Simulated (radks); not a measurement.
Neutral phosphorus inside a hard spherical wall (all orbitals vanish at R), configuration held at [Ne] 3s2 3p3 and not refilled when levels cross. Method: scalar-relativistic Kohn-Sham, PBE, spin-polarised, spherical densities, finite nucleus; open shells are filled with parallel spins first; Fermi nuclear charge, rms radius 3.1889 fm; computed with a radial shooting solver on a logarithmic mesh with Libxc functionals. Eigenvalues in eV for spin up, with the zero of energy where the potential of the charges vanishes at infinity; a dash marks a level that is unbound or too diffuse for the functional's potential to be trusted. A positive occupied level is held by the wall or, in an anion where self-interaction has pushed it up, behind a barrier. The pressure on the wall is -dE/dV.

R (bohr)  E (hartree)  kinetic (hartree)    e(2s)    e(2p)    e(3s)   e(3p)  e(4s, empty)  e(4p, empty)  pressure (GPa)
free       -341.97064            343.052  -173.64  -124.19  -14.802  -6.283             -             -               0
12         -341.97063            343.052  -173.64  -124.19  -14.801  -6.282        -0.304         0.962        0.000101
8          -341.96960            343.062  -173.55  -124.10  -14.737  -6.217         1.115         3.466          0.0511
7          -341.96665            343.085  -173.37  -123.93  -14.616  -6.088         2.398         5.388           0.256
6          -341.95522            343.162  -172.87  -123.43  -14.287  -5.719         4.951         8.888            1.37
4          -341.70656            344.357  -167.54  -118.07  -10.745  -1.430        24.221        31.439            57.8
3.5        -341.40513            345.542  -163.48  -113.97   -7.686   2.294        38.470        46.766             168
2.5        -339.06781            352.800  -145.82  -96.100   10.760  23.629        111.67        120.79            1900
2          -334.68280            364.206  -127.23  -77.110   41.205  56.305        212.94        217.85            8340
1.5        -320.85087            396.218  -91.809  -39.928   131.92  145.66        465.66        448.85           51600
